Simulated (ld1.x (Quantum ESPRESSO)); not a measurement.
# Reading a pseudo-wave (Cu (Z = 29))

Columns: radius, all-electron u(r) and pseudo u(r) of the 4s shell (level -4.61 eV) of copper in the configuration [Ne] 3s2 3p6 3d10 4s1 4p0; PBE, scalar-relativistic, PAW scheme, ld1.x (Quantum ESPRESSO) 7.5.

```
r (bohr)  all-electron   pseudo
   0.130       -0.1376  -0.0646
   0.260       -0.0371  -0.1283
   0.390        0.1719  -0.1903
   0.520        0.2520  -0.2498
   0.650        0.2112  -0.3063
   0.780        0.1055  -0.3589
   0.910       -0.0221  -0.4073
   1.040       -0.1479  -0.4510
   1.170       -0.2607  -0.4898
   1.300       -0.3564  -0.5235
   1.430       -0.4345  -0.5521
   1.560       -0.4960  -0.5756
   1.690       -0.5428  -0.5942
   1.820       -0.5768  -0.6081
   1.950       -0.5999  -0.6174
   2.080       -0.6138  -0.6226
   2.210       -0.6200  -0.6237
   2.340       -0.6199  -0.6210
   2.470       -0.6146  -0.6148
   2.600       -0.6051  -0.6051
   2.730       -0.5922  -0.5922
   2.860       -0.5767  -0.5767
   2.990       -0.5591  -0.5591
   3.120       -0.5400  -0.5400
   3.250       -0.5199  -0.5199
   3.380       -0.4991  -0.4991
```

(1) How many radial nodes do the two functions have?

(2) At about which radius was the pseudo-wave matched?

(3) Is the pseudo-wave norm-conserving?

## Answers

(1) The all-electron 4s function has n − l − 1 = 3 (the table is too coarse to show those close to the nucleus); the pseudo-wave has 0, since the states of the same l below it are removed with the core.

(2) 2.60 bohr, where the columns begin to agree (steps of 0.13 bohr).

(3) No, it belongs to a PAW set: the norm inside the radius is not constrained, and the difference is carried by the augmentation charge.
